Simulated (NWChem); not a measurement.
System: AlSiH5O2; SMILES [OH][Al]([SiH3])[OH]

```xyz
9

Al    -0.0004     0.5556     0.0060
O     -1.5202     1.3591    -0.0010
H     -1.6697     2.3167    -0.0169
O      1.5241     1.3498    -0.0010
H      1.6811     2.3061    -0.0175
Si    -0.0025    -1.8750     0.0002
H      1.1479    -2.4288     0.8008
H      0.1311    -2.4089    -1.4049
H     -1.2812    -2.4283     0.5736
```
Atoms are numbered in this order, from 1.

Computed with NWChem. Medium grid unless said otherwise, to which SCAN and Minnesota functionals are sensitive. Geometry: optimised at PBE-D3(BJ)/def2-SVP. B3LYP is NWChem's, with the RPA form of VWN correlation. Total energies of different functionals are on different scales.

```json
[
 {"level": "B3LYP/def2-SVP", "energy (Ha)": "-685.2356", "highest occupied level (eV)": "-7.77", "orbital gap (eV)": "7.07", "dipole (D)": "2.92"},
 {"level": "PBE/def2-SVP", "energy (Ha)": "-684.7351", "highest occupied level (eV)": "-6.86", "orbital gap (eV)": "5.58", "dipole (D)": "2.85"},
 {"level": "B3PW91/def2-SVP", "energy (Ha)": "-685.0736", "highest occupied level (eV)": "-7.83", "orbital gap (eV)": "7.14", "dipole (D)": "2.93"},
 {"level": "M06-2X/def2-SVP", "energy (Ha)": "-685.0939", "highest occupied level (eV)": "-9.01", "orbital gap (eV)": "9.17", "dipole (D)": "2.99"},
 {"level": "TPSSh/def2-SVP", "energy (Ha)": "-685.2235", "highest occupied level (eV)": "-7.47", "orbital gap (eV)": "6.60", "dipole (D)": "3.01"},
 {"level": "revPBE/def2-SVP", "energy (Ha)": "-685.0245", "highest occupied level (eV)": "-6.83", "orbital gap (eV)": "5.62", "dipole (D)": "2.85"},
 {"level": "TPSS/def2-SVP", "energy (Ha)": "-685.2521", "highest occupied level (eV)": "?", "orbital gap (eV)": "?", "dipole (D)": "2.99"}
]
```

Task: Some entries are withheld; supply them.

Result: 
- TPSS/def2-SVP, highest occupied level (eV): -7.03
- TPSS/def2-SVP, orbital gap (eV): 5.87
